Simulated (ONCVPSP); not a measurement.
# u(r) = r·R(r): atom against pseudo-atom (calcium (Ca))

Columns: radius, all-electron u(r) and pseudo u(r) of the 3p shell (level -29.59 eV) of calcium in the configuration [Ne] 3s2 3p6 4s1.75; PBE, scalar-relativistic, ONCV scheme, ONCVPSP 4.0.1.

```json
{"r (bohr)": "0.100", "all-electron": "-0.3203", "pseudo": "0.0245"}
{"r (bohr)": "0.200", "all-electron": "-0.4754", "pseudo": "0.0948"}
{"r (bohr)": "0.300", "all-electron": "-0.3361", "pseudo": "0.2025"}
{"r (bohr)": "0.400", "all-electron": "-0.0593", "pseudo": "0.3353"}
{"r (bohr)": "0.500", "all-electron": "0.2378", "pseudo": "0.4783"}
{"r (bohr)": "0.600", "all-electron": "0.4964", "pseudo": "0.6171"}
{"r (bohr)": "0.700", "all-electron": "0.6954", "pseudo": "0.7391"}
{"r (bohr)": "0.800", "all-electron": "0.8328", "pseudo": "0.8352"}
{"r (bohr)": "0.900", "all-electron": "0.9141", "pseudo": "0.9004"}
{"r (bohr)": "1.000", "all-electron": "0.9494", "pseudo": "0.9338"}
{"r (bohr)": "1.100", "all-electron": "0.9493", "pseudo": "0.9378"}
{"r (bohr)": "1.200", "all-electron": "0.9236", "pseudo": "0.9171"}
{"r (bohr)": "1.300", "all-electron": "0.8803", "pseudo": "0.8777"}
{"r (bohr)": "1.400", "all-electron": "0.8261", "pseudo": "0.8256"}
{"r (bohr)": "1.500", "all-electron": "0.7658", "pseudo": "0.7660"}
{"r (bohr)": "1.600", "all-electron": "0.7031", "pseudo": "0.7033"}
{"r (bohr)": "1.700", "all-electron": "0.6405", "pseudo": "0.6405"}
{"r (bohr)": "1.800", "all-electron": "0.5797", "pseudo": "0.5797"}
{"r (bohr)": "1.900", "all-electron": "0.5220", "pseudo": "0.5220"}
{"r (bohr)": "2.000", "all-electron": "0.4681", "pseudo": "0.4680"}
{"r (bohr)": "2.100", "all-electron": "0.4182", "pseudo": "0.4181"}
{"r (bohr)": "2.200", "all-electron": "0.3724", "pseudo": "0.3724"}
{"r (bohr)": "2.300", "all-electron": "0.3308", "pseudo": "0.3308"}
{"r (bohr)": "2.400", "all-electron": "0.2932", "pseudo": "0.2932"}
{"r (bohr)": "2.500", "all-electron": "0.2594", "pseudo": "0.2594"}
{"r (bohr)": "2.600", "all-electron": "0.2292", "pseudo": "0.2291"}
```

Q: How many radial nodes do the two functions have?

A: The all-electron 3p function has n − l − 1 = 1; the pseudo-wave has 0, since the states of the same l below it are removed with the core.

Q: Is the pseudo-wave norm-conserving?

A: Yes: the ONCV scheme keeps the norm inside the radius equal to the all-electron one, which fixes the energy derivative of the logarithmic derivative at the level.
